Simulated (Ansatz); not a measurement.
Species: H3SiO, charge 1, singlet. H3SiO+ (SMILES [OH+]=[SiH2]).
B3LYP-D3(BJ)/def2-TZVP minimum from Ansatz (a quantum-chemistry and plane-wave program):
```xyz
5

Si     0.0725    -0.5300     0.0468
O     -0.2154     1.0068    -0.0900
H     -1.1321    -1.3548     0.1025
H      1.4469    -1.0376     0.1086
H      0.3927     1.7583    -0.1471
```
Charge +1, spin multiplicity 1.

Total energies in cc-pV(T+d)Z, 12 correlated electrons, 6 frozen orbitals. UHF or UKS for unpaired electrons; spin-orbit terms are left out. Correlated methods leave the cores frozen. No relativity.

| method | program | energy (Eh) | minus CCSDT(Q) (mEh) |
|---|---|---|---|
| HF | Ansatz | -365.33653 | 371.62 |
| MP2 | Ansatz | -365.67755 | 30.60 |
| CCSD | Ansatz | -365.69547 | 12.68 |
| CCSD(T) | Ansatz | -365.70714 | 1.01 |
| CCSDT(Q) | Ansatz | -365.70815 | 0.00 |

Rough core times of Ansatz's runs on a shared machine: CCSD(T) under 20 s, CCSDT(Q) 8 min.
